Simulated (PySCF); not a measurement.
## State search for HBr⁺

Unrestricted PBE0; PySCF, no relativity, basis sets H pcseg-1, Br pcseg-1. Outer shells of the fragments: H 1s1; Br+ 3d10 4s2 4p4.

Followed along the bond (rough minima from three points):

| 2Ms+1 | unpaired | ⟨S²⟩ at the start | R at minimum (Å) | Te (eV) |
| --- | --- | --- | --- | --- |
| 2 | π ↑ | 0.75 | 1.46 | 0.00 |
| 4 | σ ↑, π ↑↑ | 3.75 | none in the scan | ≤ 5.84 |

Solutions found at the starting distance of 1.535 Å, counted from the lowest of them; the search is not exhaustive and high or unbound solutions are not listed, so other states can lie among these:

```json
{"2Ms+1": "2", "unpaired": "π ↑", "term": "²Π", "E (eV)": "0.00", "⟨S²⟩": "0.75", "⟨Lz²⟩": "1.00", "μ (D)": "-1.91"}
{"2Ms+1": "2", "unpaired": "σ ↑", "term": "²Σ⁺", "E (eV)": "3.58", "⟨S²⟩": "0.76", "⟨Lz²⟩": "0.00", "μ (D)": "-2.59"}
{"2Ms+1": "4", "unpaired": "σ ↑, π ↑↑", "term": "⁴Σ⁻", "E (eV)": "6.50", "⟨S²⟩": "3.75", "⟨Lz²⟩": "0.00", "μ (D)": "0.77"}
{"2Ms+1": "4", "unpaired": "σ ↑↑, π ↑", "term": "⁴Π", "E (eV)": "8.28", "⟨S²⟩": "3.75", "⟨Lz²⟩": "1.01", "μ (D)": "0.02"}
```

A term symbol is given only where ⟨S²⟩ and ⟨Lz²⟩ are close to those of a pure state; real π, δ and φ orbitals otherwise mix terms. A positive dipole points towards Br; it is taken about the centre of mass and depends on that origin.

Spin–orbit coupling is left out. Counting both spins, an empty level lies below a filled one in some of these solutions, because spin and occupation are held.
